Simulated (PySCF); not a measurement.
Molecule: Se(F)(SeH), HFSe₂, SMILES F[Se][SeH]. Atoms near the plane z = 1.5 Å, at the CAM-B3LYP/def2-SVP optimised geometry (x, y, z in Å): Se1 (-0.7, -1.1, 0.0), F2 (1.1, -1.1, 0.0), Se3 (-1.1, 1.1, 0.0).

Computed with PySCF 2.14.0 with CAM-B3LYP/def2-TZVP. The values are rescaled to run from 0 to 1.

```
|                           |
|                           |
|                           |
|         .                 |
|      .......              |
|     .::---:..             |
|    .:-=++=-:..            |
|    .:=+##*+-:.            |
|   ..-+#%@%*=:.            |
|   .:-+#@@@*=:.            |
|   ..-=#%@%*=:.            |
|    .:=+###+=:.            |
|    .:-=+*+=-:..           |
|     .:-=++==::..          |
|     .:-=+*+=-::....       |
|     .:-+*##*=-::::..      |
|     .:-+#%%#+=----:.      |
|     .:=*#@@%*+===-:.      |
|     .:-+#%%#*===--:.      |
|     .:-=*##*+---::..      |
|      .:-=++=-::....       |
|      ..:----:....         |
|       ...::..             |
|          ..               |
|                           |
|                           |
|                           |
```
Scale: ten equal steps from 0.000 (start of ' ') to 1.00 (end of '@'), in the order ' .:-=+*#%@'; x runs from -3.50 to 3.50, y from -3.50 (bottom) to 3.50 (top).

Which quantity is mapped?
A. deformation density (molecule minus spherical neutral atoms)
B. Laplacian of the electron density
C. electrostatic potential
D. log10 of the electron density

B, Laplacian of the electron density. In full: Laplacian of the electron density (e/bohr⁵).
